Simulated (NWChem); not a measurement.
System: C$_{4}$H$_{3}$Br; SMILES C#CC(=C)Br

```xyz
8

C      1.1289     2.6060    -0.0009
C      0.3341     1.6934    -0.0004
C     -0.5788     0.6118     0.0000
C     -1.9122     0.7150     0.0001
Br     0.2464    -1.1426     0.0002
H      1.8217     3.4168    -0.0016
H     -2.3746     1.6976     0.0000
H     -2.5566    -0.1561     0.0001
```
Atoms are numbered in this order, from 1.

All runs: NWChem. All runs use the structure optimised with B3LYP/6-31G* (spherical d). GIAO values for the isolated, static molecule; σ is the absolute isotropic shielding, δ = σ(reference) − σ with the isolated reference molecule computed at the same levels (13C: tetramethylsilane, 1H: tetramethylsilane). Spin-orbit effects, on the heavy nuclei and on their neighbours, are missing.

Problem. What does the run give for KT2/pcSseg-1? Quantities: δ C1 (ppm); δ C2 (ppm); δ C3 (ppm); δ C4 (ppm); σ Br5 (ppm); δ H6 (ppm); δ H7 (ppm).

Solution. The δ C1 (ppm) is 82.8 and the δ C2 (ppm) is 80.3. The δ C3 (ppm) is 124.3 and the δ C4 (ppm) is 126.2. The σ Br5 (ppm) is 1720.9. The δ H6 (ppm) comes out as 3.45. The δ H7 (ppm) is 5.95.
